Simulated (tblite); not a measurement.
Isomers of C12H10. Level: GFN2-xTB in tblite, geometry and Hessian alike; calculated harmonic values, unscaled, isolated species. Errors from tens to a few hundred cm⁻¹ against measured bands are possible. One conformer each.

Electronic energies: GFN2-xTB at the same geometries; isomer energies are rough at this level and their order can be wrong.

| SMILES | electronic energy, lowest = 0 (kcal/mol) |
| --- | --- |
| C=Cc1cccc2ccccc12 | 30.0 |
| c1cc2c3c(cccc3c1)CC2 | 0.0 |
| c1ccc(-c2ccccc2)cc1 | 20.1 |

Question: How do GFN2-xTB zero-point energies change the relative energies?

Answer: 
```csv
SMILES,ZPE (kcal/mol),of it from modes above 1550 cm⁻¹,electronic (kcal/mol),"with ZPE, lowest = 0 (kcal/mol)",lowest mode (cm⁻¹),rings
c1cc2c3c(cccc3c1)CC2,111.5,50.3,0.0,0.0,97,3
c1ccc(-c2ccccc2)cc1,110.4,53.1,20.1,19.0,68,2
C=Cc1cccc2ccccc12,109.7,53.3,30.0,28.2,76,2
```

The zero-point energies span 1.8 kcal/mol, from `C=Cc1cccc2ccccc12` to `c1cc2c3c(cccc3c1)CC2`. The order is unchanged.

Question: What do entropy and thermal enthalpy add at 298.15 K and 1 bar (rigid rotor, harmonic oscillator, one conformer each)?

Answer: 
| SMILES | point group | symmetry number | S (cal/(mol K)) | H − H(0) (kcal/mol) | ZPE + H − H(0) − TS (kcal/mol) |
| --- | --- | --- | --- | --- | --- |
| c1cc2c3c(cccc3c1)CC2 | C2v | 2 | 89.3 | 6.00 | 90.9 |
| c1ccc(-c2ccccc2)cc1 | D2 | 4 | 92.5 | 6.44 | 89.3 |
| C=Cc1cccc2ccccc12 | C1 | 1 | 95.6 | 6.63 | 87.9 |
